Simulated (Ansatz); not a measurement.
The cluster Ge3⁻, relaxed as a quartet with UKS B3LYP-D4/def2-TZVPD in Ansatz, starting from the B3LYP-D4/def2-TZVPD geometry of the charge -1 doublet. Force threshold 0.02 eV/Å.

The highest occupied level of the charge -1 quartet lies above zero (up to 0.85 eV). It is a level of α spin, whose loss leaves a triplet; that state wasn't run at this geometry and level. The electron is either unbound and held by the finite basis, or the level is raised by self-interaction error. The relaxation made no stability test and no search for a lower SCF solution. At B3LYP-D4/def2-TZVPD a doublet of charge -1 lies 1.38 eV below the quartet, each at its own geometry. The structure comes from a short search, and lower isomers may exist.

Start:

Cartesian coordinates in Å:
```
Ge -0.517 -0.856 1.076
Ge 1.285 -0.162 -0.348
Ge -0.769 1.018 -0.728
```

(1) Estimate the energy that the relaxation releases and the steps that it takes.

(2) Does the start keep its bonding and symmetry?

(3) Predict the relaxed structure.

Answers

(1) 0.04 eV, in 3 steps; 14 s on 4 threads of Arm Neoverse V1 on a shared host. No frequencies were taken in this run, so the end may be a saddle point.

(2) By distances, no bond broke or formed. The bond that changes most is Ge1–Ge3, from 2.61 to 2.74 Å (atoms count from 1). Point group C2v at the start, C2v at the end, both within 0.05 Å.

(3) 
```xyz
3

Ge   -0.513   -0.902    1.122
Ge    1.290   -0.163   -0.349
Ge   -0.777    1.065   -0.772
```
Bond lengths: 3 × Ge–Ge 2.44 to 2.74 Å.
